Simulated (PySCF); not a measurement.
# How methods differ on the ionisation energy of Sb⁺

Sb⁺ [Kr] 4d10 5s2 5p2 (3P) → Sb²⁺ [Kr] 4d10 5s2 5p1 (2P), as a difference of total energies. All numbers are calculated (PySCF 2.14, a scalar-relativistic core potential, in aug-cc-pVTZ-PP with ECP28MDF (6s5p4d2f, 55 functions)). Correlated levels: valence: 4s2 4p6 4d10 frozen. The calculations carry no spin-orbit coupling.

| method | ionisation energy (eV) | difference from reference (eV) |
| --- | --- | --- |
| UHF | 16.005 | -0.621 |
| MP2 (valence) | 16.326 | -0.300 |
| SCS-MP2 (valence) | 16.263 | -0.363 |
| CCSD (valence) | 16.361 | -0.265 |
| CCSD(T) (valence) | 16.384 | -0.242 |
| CCSDT (valence) | 16.390 | -0.236 |

Reference: 16.626 ± 0.025 eV (measured; NIST Atomic Spectra Database, ionization energies).

The reference lies between the lowest fine-structure levels, while these numbers refer to the centres of the terms.

Errors of the correlated levels include the incompleteness of this basis and the frozen core.
